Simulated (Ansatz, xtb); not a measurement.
# Two structures of ClF2HNSi2+

Structure I: `F[SiH]=[N+]=[Si](F)Cl`, a singlet. Structure II: a singlet given by its coordinates. Both are isolated ions in the gas phase, relaxed with r2SCAN-D4/def2-SVP.

I (Å):

```xyz
7

Cl   -0.5777    0.6726    1.5685
F     0.5694   -3.0952   -2.3539
F    -2.9916   -0.3896    0.2002
N    -0.6603   -0.8912   -1.2025
Si    0.0736   -1.5956   -2.4389
Si   -1.4229   -0.2855    0.0672
H     0.3741   -0.9718   -3.7278
```

II (Å):

```yaml
atoms:
  - { symbol: Cl, position_ang: [-1.7114, 1.4013, 1.0160] }
  - { symbol: F, position_ang: [0.8660, 0.2228, -0.1243] }
  - { symbol: F, position_ang: [-1.0689, 0.7388, -1.8351] }
  - { symbol: N, position_ang: [0.7815, 2.4978, -0.6931] }
  - { symbol: Si, position_ang: [-0.4348, 1.2776, -0.4911] }
  - { symbol: Si, position_ang: [2.2675, 1.6845, -0.3989] }
  - { symbol: H, position_ang: [0.6375, 3.4806, -0.9412] }
```

Close contacts (Å): Cl1–Si5 1.98, F2–Si5 1.71, F2–Si6 2.04, F3–Si5 1.58, N4–Si5 1.73, N4–Si6 1.72, Si5–Si6 2.73, N4–H7 1.02.

Problem. Estimate which is lower in electronic energy at CCSD(T)/def2-SVP + ΔMP2/def2-TZVPP, and by roughly how much.

Solution. The CCSD(T)/def2-SVP + ΔMP2/def2-TZVPP calculation puts structure II lower, by 20.1 kcal/mol.

The same difference at several levels:

```tsv
level	geometry	E(II) − E(I) (kcal/mol)	departure from the last row (kcal/mol)	job, with rough time for the two
r2SCAN-D4/def2-SVP	r2SCAN-D4/def2-SVP	−21.3	−1.2	optimisation, 2.5 min
HF/def2-SVP	r2SCAN-D4/def2-SVP	−20.9	−0.8	part of the CCSD(T) run
MP2/def2-SVP	r2SCAN-D4/def2-SVP	−22.3	−2.2	part of the CCSD(T) run
CCSD(T)/def2-SVP	r2SCAN-D4/def2-SVP	−26.5	−6.4	single point
CCSD(T)/def2-SVP + ΔMP2/def2-TZVPP	r2SCAN-D4/def2-SVP	−20.1		single point, 58 s
```

The levels shown agree on the order. The largest departure from CCSD(T)/def2-SVP + ΔMP2/def2-TZVPP is that of CCSD(T)/def2-SVP, 6.4 kcal/mol. Levels run at GFN2-xTB geometries aren't shown. The last row adds to CCSD(T) the change of the MP2 difference between the two basis sets, here +6.4 kcal/mol, a large step that makes the value less sure.

With harmonic frequencies from r2SCAN-D4/def2-SVP (ideal gas, rigid rotor, one conformer each, 298.15 K, 1 atm): on the last row, ΔE + ΔZPE = −18.5 kcal/mol. A mode under 50 cm⁻¹ makes harmonic enthalpies and free energies unreliable, so none is given.

The correlated steps freeze 18 core orbitals. Codes used: Ansatz 0.2.0; the last row on 1 thread of Intel(R) Xeon(R) Platinum 8259CL CPU @ 2.50GHz (Skylake/Cascade Lake) on a shared host.
